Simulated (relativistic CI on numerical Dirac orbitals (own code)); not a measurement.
**Line list: Electric-dipole lines, Xe XIV**

Computed by Dirac-Coulomb-Breit CI, orbitals from a KLI potential per configuration, model QED (radiative potential, 1s self-energy scaled to tabulated hydrogen-like ionisation energies), unscaled Slater integrals (own radial code, finite nucleus).

Configuration list (outside the closed core [Ar] 3d10): 4s²4p⁶4d⁵, 4s²4p⁵4d⁶, 4s²4p⁶4d⁴4f, 4s²4p⁶4d⁴5p, 4s²4p⁶4d³4f5s, 4s²4p⁶4d³5s5p, 4p⁶4d⁷, 4p⁵4d⁸, 4s²4p⁶4d³5s², 4s²4p⁶4d²4f5s², 4s²4p⁶4d²5s²5p. Double excitations out of closed p, d and f shells are left out; levels of such configurations are missing from the list, as are those of other unlisted configurations, and high levels can miss mixing partners.

```
λ vac (nm)                  Lower                      Upper   A (s⁻¹)  E lower (eV)  E upper (eV)
    12.419    4s²4p⁶4d⁵ ⁶S5/2 [1]   4s²4p⁶4d⁴4f ⁴D°7/2 [175]  6.07e+08         0.000        99.833
    12.455    4s²4p⁶4d⁵ ⁶S5/2 [1]   4s²4p⁶4d⁴4f ⁶F°7/2 [168]  1.45e+09         0.000        99.543
    12.634    4s²4p⁶4d⁵ ⁶S5/2 [1]     4s²4p⁵4d⁶ ²F°7/2 [143]  1.40e+09         0.000        98.136
    13.087   4s²4p⁶4d⁵ ⁴G11/2 [4]  4s²4p⁶4d⁴4f ⁴I°13/2 [198]  4.55e+08         6.423       101.164
    13.199   4s²4p⁶4d⁵ ⁴G11/2 [4]   4s²4p⁶4d⁴4f ⁴F°9/2 [185]  9.17e+08         6.423       100.356
    13.364    4s²4p⁶4d⁵ ⁴G7/2 [3]   4s²4p⁶4d⁴4f ⁴P°5/2 [157]  1.33e+09         6.251        99.025
    13.414   4s²4p⁶4d⁵ ⁴G11/2 [4]   4s²4p⁶4d⁴4f ⁴F°9/2 [156]  5.89e+08         6.423        98.851
    13.468  4s²4p⁶4d⁵ ²I11/2 [12]   4s²4p⁶4d⁴4f ⁴I°9/2 [199]  1.30e+09         9.111       101.171
    13.650  4s²4p⁶4d⁵ ²I13/2 [14]  4s²4p⁶4d⁴4f ⁴I°11/2 [189]  1.62e+09         9.827       100.659
    13.987  4s²4p⁶4d⁵ ²I13/2 [14]  4s²4p⁶4d⁴4f ⁴K°11/2 [150]  3.51e+09         9.827        98.471
    13.993    4s²4p⁶4d⁵ ⁴G5/2 [2]      4s²4p⁵4d⁶ ²P°3/2 [97]  1.47e+09         5.326        93.933
    14.116  4s²4p⁶4d⁵ ²I13/2 [14]    4s²4p⁵4d⁶ ⁴G°11/2 [140]  5.32e+09         9.827        97.662
    14.123  4s²4p⁶4d⁵ ²I11/2 [12]     4s²4p⁵4d⁶ ⁴F°9/2 [130]  3.42e+09         9.111        96.902
    14.516    4s²4p⁶4d⁵ ⁴D7/2 [9]      4s²4p⁵4d⁶ ⁴P°5/2 [90]  3.60e+09         8.004        93.414
    14.637   4s²4p⁶4d⁵ ⁴G11/2 [4]     4s²4p⁵4d⁶ ²H°11/2 [73]  4.51e+08         6.423        91.132
    14.674    4s²4p⁶4d⁵ ⁴D7/2 [9]      4s²4p⁵4d⁶ ⁴F°5/2 [84]  2.53e+09         8.004        92.498
    14.881   4s²4p⁶4d⁵ ²G9/2 [17]      4s²4p⁵4d⁶ ⁴D°7/2 [93]  1.70e+09        10.221        93.537
    15.116   4s²4p⁶4d⁵ ⁴D5/2 [10]      4s²4p⁵4d⁶ ²D°5/2 [68]  1.31e+09         8.627        90.651
    15.324   4s²4p⁶4d⁵ ²G9/2 [17]     4s²4p⁵4d⁶ ²H°11/2 [73]  1.64e+09        10.221        91.132
    15.399   4s²4p⁶4d⁵ ²F7/2 [23]      4s²4p⁵4d⁶ ²H°9/2 [89]  1.36e+09        12.659        93.175
```

Terms are leading LS components. Brackets give the number of a level in order of energy, since labels repeat. The list gives strong lines, with weight on those to low levels, without lines whose two gauges differ by over a factor of 2.5, among the lowest 200 of 1569 levels, so that lines to higher ones, which can be the strongest, are missing. Levels whose partners in the same complex of configurations lie outside the list can be far off, and so can their lines. Rates are taken at the computed energies, electric ones in the length gauge.

At this charge energies of transitions that change n are usually good to better than 1 %, and those within a shell (Δn = 0) to a few per cent. Terms inside the open d or f shell come out 10 to 20 % too wide with unscaled integrals. Levels and lines within the n = 5 or 6 shells can be off by up to 10 % or somewhat more, and those that change n by about 2 %, since core polarisation is missing.

LS names give the leading component of a level, which can be under half, so a name can repeat, a term be missing and a line seem to break the LS rules.
